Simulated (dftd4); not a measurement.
CeF4, charge +1, doublet, at a GFN2-xTB geometry (such geometries of metal compounds can be far from the true shape) (the multiplicity is a formal guess); D4 for pbe (dftd4).

dftd4 was given this input:
```
$ dftd4 mol.xyz --func pbe --charge 1 --json dftd4.json --noedisp --property

# file mol.xyz
5

Ce     0.00000000     0.00000000     0.00000000
F      1.37940240     0.97345123    -1.26815847
F      1.03421518    -1.31834094     1.28489701
F     -1.37951082    -1.09240185    -1.16712995
F     -1.03410677     1.43729155     1.15039141
```

It wrote (shortened):

```
                    ____  _____ _____     ____  _  _
      -------------|  _ \|  ___|_   _|---|  _ \| || |------------
     |             | | | | |_    | | ___ | | | | || |_           |
     |             | |_| |  _|   | ||___|| |_| |__   _|          |
     |             |____/|_|     |_|     |____/   |_|            |
     |             ===================================           |
     |            E. Caldeweyher, S. Ehlert & S. Grimme          |
     |          Mulliken Center for Theoretical Chemistry        |
     |                    University of Bonn                     |
      -----------------------------------------------------------

Rational (Becke-Johnson) damping: pbe-D4-ATM
---------------------
  s6         1.0000
  s8         0.9595
  s9         1.0000
  a1         0.3857
  a2         4.8069
 alp        16.0000
--------------------

Atomic data, radii in Ångström:
------------------------------------------------------
   Z          R(cov)      r4/r2   hardness         EN
------------------------------------------------------
  58 Ce       1.9600     4.7992     0.1025     1.1200
   9 F        0.8533     1.2638     0.6693     3.9800
------------------------------------------------------

Atomic reference systems (in atomic units):
----------------------------------------------------------------------------
   Z        #      CN     q+Z       C6(AA)   #      CN     q+Z       C6(AA)
----------------------------------------------------------------------------
  58 Ce     1  2.3245 30.7873     381.3192
   9 F      1  0.0000  9.0000       9.7374   2  0.7408  8.7523      11.7796
----------------------------------------------------------------------------

Atomic properties (in atomic units):
----------------------------------------------------------------------------
     #    Z              CN          q      C6(AA)        C8(AA)   alpha(0)
----------------------------------------------------------------------------
     1   58 Ce       2.4641     1.6748    368.3680    90896.4425    43.1998
     2    9 F        0.6160    -0.1687     10.9989      188.2053     3.8241
     3    9 F        0.6160    -0.1687     10.9989      188.2053     3.8241
     4    9 F        0.6160    -0.1687     10.9989      188.2053     3.8241
     5    9 F        0.6160    -0.1687     10.9989      188.2053     3.8241
----------------------------------------------------------------------------

Molecular properties (in atomic units):
----------------------------------------
 molecular C6                 978.0472
 molecular C8              122088.9187
----------------------------------------

Dispersion energy:      -2.3704513066616E-03 Eh

[Info] JSON dump of results written to 'dftd4.json'
```
